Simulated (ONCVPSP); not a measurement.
Reading a pseudo-wave (arsenic (As))

Columns: radius, all-electron u(r) and pseudo u(r) of the 4s shell (level -14.05 eV) of arsenic in the configuration [Ar] 3d10 4s2 4p3; PBE, non-relativistic, ONCV scheme, ONCVPSP 4.0.1.

| r (bohr) | all-electron | pseudo |
| --- | --- | --- |
| 0.108 | 0.1917 | 0.0149 |
| 0.215 | 0.0937 | 0.0363 |
| 0.322 | -0.2196 | 0.0676 |
| 0.430 | -0.3682 | 0.1088 |
| 0.538 | -0.3281 | 0.1578 |
| 0.645 | -0.1796 | 0.2143 |
| 0.752 | 0.0103 | 0.2811 |
| 0.860 | 0.2020 | 0.3609 |
| 0.968 | 0.3722 | 0.4510 |
| 1.075 | 0.5109 | 0.5433 |
| 1.182 | 0.6183 | 0.6287 |
| 1.290 | 0.6969 | 0.6993 |
| 1.398 | 0.7494 | 0.7498 |
| 1.505 | 0.7796 | 0.7796 |
| 1.612 | 0.7919 | 0.7919 |
| 1.720 | 0.7896 | 0.7896 |
| 1.828 | 0.7758 | 0.7758 |
| 1.935 | 0.7534 | 0.7534 |
| 2.042 | 0.7245 | 0.7245 |
| 2.150 | 0.6909 | 0.6909 |
| 2.258 | 0.6543 | 0.6543 |
| 2.365 | 0.6163 | 0.6163 |
| 2.472 | 0.5778 | 0.5778 |
| 2.580 | 0.5389 | 0.5389 |
| 2.688 | 0.5008 | 0.5008 |
| 2.795 | 0.4642 | 0.4642 |

**Question.** How many radial nodes do the two functions have?

**Answer.** The all-electron 4s function has n − l − 1 = 3 (the table is too coarse to show those close to the nucleus); the pseudo-wave has 0, since the states of the same l below it are removed with the core.

**Question.** At about which radius was the pseudo-wave matched?

**Answer.** 1.75 bohr. The columns agree to 0.0005 from 1.40 bohr on; several derivatives are matched, so the curves merge somewhat inside the radius.

**Question.** Is the pseudo-wave norm-conserving?

**Answer.** Yes: the ONCV scheme keeps the norm inside the radius equal to the all-electron one, which fixes the energy derivative of the logarithmic derivative at the level.
